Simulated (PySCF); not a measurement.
# Telling isomers of C5H11BO3 apart by NMR

PySCF calculation with GIAO PBE0/pcSseg-1 shieldings and coordinates at the PBE0-D3(BJ)/def2-SVP level; one conformer, isolated molecule, rapidly exchanging positions averaged, non-relativistic.

Referencing at the same level of theory: ¹H, ¹³C against TMS. Where no couplings were computed, multiplicities follow the n + 1 count of equivalent neighbours, and m marks all less simple cases (inequivalent or close neighbours, rings, F or P nearby). Carbons bonded to boron are broad in practice. Shifts are as computed. Against solution values, carbons near 30 ppm lie about +2 ppm off and those near 130 ppm about +5 ppm. Of 1309 compounds with measured shifts, 239 miss one by over three times the rms of a fit or turn the order of signals round; such compounds aren't used in these exercises. OH and NH positions are gas-phase values without hydrogen bonding to other molecules.

(1) Tabulate the signals of `CC(C)OB1OCCO1`, `CC(C)[C@H]1COB(O)O1`, `CO[C@H]1C[C@H](B(O)O)C1` and their relative energies.

(2) What is the quickest way to tell CC(C)[C@H]1COB(O)O1 from CO[C@H]1C[C@H](B(O)O)C1?

(3) What is the quickest way to tell CC(C)OB1OCCO1 from CO[C@H]1C[C@H](B(O)O)C1?

(4) What is the quickest way to tell CC(C)OB1OCCO1 from CC(C)[C@H]1COB(O)O1?

Answers

(1) 
| SMILES | carbon types | δC | δH | E rel. (kcal/mol) |
| --- | --- | --- | --- | --- |
| CC(C)OB1OCCO1 | 1×CH 2×CH2 2×CH3 | 68.0, 67.0, 25.2 | 4.15 (sept, 1H), 4.12 (s, 4H), 1.15 (d, 6H) | 10.4 |
| CC(C)[C@H]1COB(O)O1 | 2×CH 1×CH2 2×CH3 | 84.2, 73.6, 37.8, 21.3, 18.1 | 4.11 (m, 1H), 3.69 (m, 1H), 3.67 (m, 1H), 3.01 (br s, 1H), 1.21 (m, 1H), 1.14 (m, 3H), 0.65 (d, 3H) | 0.0 |
| CO[C@H]1C[C@H](B(O)O)C1 | 2×CH 2×CH2 1×CH3 | 74.3, 55.2, 33.5, 10.1 | 3.70 (br s, 2H), 3.36 (m, 1H), 3.11 (s, 3H), 2.14 (m, 2H), 1.84 (m, 2H), 1.09 (m, 1H) | 48.4 |

Energies are electronic energies at PBE0/pcSseg-1 on these geometries, without zero-point or thermal terms, each for the one conformer computed, which needn't be the lowest.

(2) Count the carbon signals: 5 against 4. The first has an sp3 CH2 bonded to O at 73.6 ppm, the second an sp3 CH2 in a ring at 33.5 ppm. Their most deshielded carbons lie at 84.2 and 74.3 ppm. In the proton spectra the most deshielded non-exchanging signals are 4.11 (m, 1H) and 3.36 (m, 1H).

(3) Count the carbon signals: 3 against 4. The first has an sp3 CH2 bonded to O at 67.0 ppm, the second an sp3 CH bonded to B at 10.1 ppm. Their most deshielded carbons lie at 68.0 and 74.3 ppm. In the proton spectra the most deshielded non-exchanging signals are 4.15 (sept, 1H) and 3.36 (m, 1H).

(4) Count the carbon signals: 3 against 5. The first has an sp3 CH bonded to O at 68.0 ppm, the second an sp3 CH at 37.8 ppm. Their most deshielded carbons lie at 68.0 and 84.2 ppm.
